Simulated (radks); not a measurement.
Values are calculated unless marked as measured or tabulated.
Question: These are the eigenvalues of the occupied orbitals of an atom or ion with whole-number occupations (hartree). Code: a radial shooting solver on a logarithmic mesh with Libxc functionals. Model: Dirac Kohn-Sham, BLYP, spin-unpolarised, spherical densities, finite nucleus; Fermi nuclear charge, rms radius of each element as measured or else 0.836 A^(1/3) + 0.57 fm.

| orbital | eigenvalue |
|---|---|
| 1s1/2 | -257.2289 |
| 2s1/2 | -30.11415 |
| 2p1/2 | -25.97339 |
| 2p3/2 | -25.51424 |
| 3s1/2 | -3.44216 |
| 3p1/2 | -2.23523 |
| 3p3/2 | -2.17830 |
| 3d3/2 | -0.27427 |
| 3d5/2 | -0.26868 |
| 4s1/2 | -0.19180 |

Which element is it, and in what charge state? The configuration may be excited. Open shells, if any, fill j = l - 1/2 first.

Answer: Z = 26, iron, charge 0: Fe in [Ar] 3d6 4s2. The list shows which subshells hold electrons but not how many an open one holds; the 1s level, -257.23 hartree, gives Z - s = 22.7 by -(Z - s)^2/2, which with screening and relativity narrows Z to a few neighbours, and the depths of the outer levels then fix element, charge and occupations together.
